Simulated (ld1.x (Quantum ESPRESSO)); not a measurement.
## Configuration tests for Sr (Z = 38) (TM semilocal)

| Property | Result |
| --- | --- |
| Element | strontium |
| Generator | ld1.x (Quantum ESPRESSO) 7.5 |
| Type | norm-conserving Troullier–Martins (semilocal form) |
| Functional | LDA (PZ) |
| Relativity | scalar-relativistic |
| Frozen core | [Kr] |
| Valence charge | 2 |
| Reference configuration | 4d0 5s2 5p0 |
| Partial waves | 5s (bound): rc 3.70 bohr; 5p (bound, empty): rc 4.20 bohr; 4d (bound, empty): rc 2.50 bohr |
| Local potential | the d channel |
| Core correction | a·sin(br)/r model core inside 1.15 bohr |

Energies are relative to the spin-unpolarised reference configuration 4d0 5s2 5p0; without spin polarisation the order of configurations can differ from experiment. Spin-polarised rows fill each open shell by Hund’s rule, majority spin first. The frozen-core shift is the all-electron ΔE with the core orbitals held at their reference shape minus the fully relaxed ΔE.

**Question.** Give the all-electron excitation energy and the error of the potential for: 4d0 5s1 5p0; 4d0 5s1.5 5p0; 4d0 5s1 5p1; 4d0 5s0 5p1; 4d1 5s0 5p0; 4d0 5s0 5p2; 4d0.5 5s1.5 5p0; 4d0 5s1 5p0 (spin-polarised); 4d0 5s1.5 5p0 (spin-polarised).

**Answer.**

```
         valence configuration  charge  ΔE all-electron (eV)  error AE − PS (meV)  frozen-core shift (meV)
                   4d0 5s1 5p0      +1                 6.063                 -5.2                      +13
                 4d0 5s1.5 5p0    +0.5                 2.413                 -0.6                     +2.1
                   4d0 5s1 5p1       0                 2.391                 -7.1                     +4.5
                   4d0 5s0 5p1      +1                 9.105                  -33                      +39
                   4d1 5s0 5p0      +1                 7.861                  -61                      +16
                   4d0 5s0 5p2       0                 4.927                  -33                      +20
               4d0.5 5s1.5 5p0       0                 1.149                  -11                     +6.1
  4d0 5s1 5p0 (spin-polarised)      +1                 5.887                 -8.4                      +17
4d0 5s1.5 5p0 (spin-polarised)    +0.5                 2.379                 -0.8                     +2.5
```

Levels in the configuration 4d0 5s0 5p2:

```tsv
level	all-electron (eV)	pseudo (eV)
5p	-2.307	-2.304
```
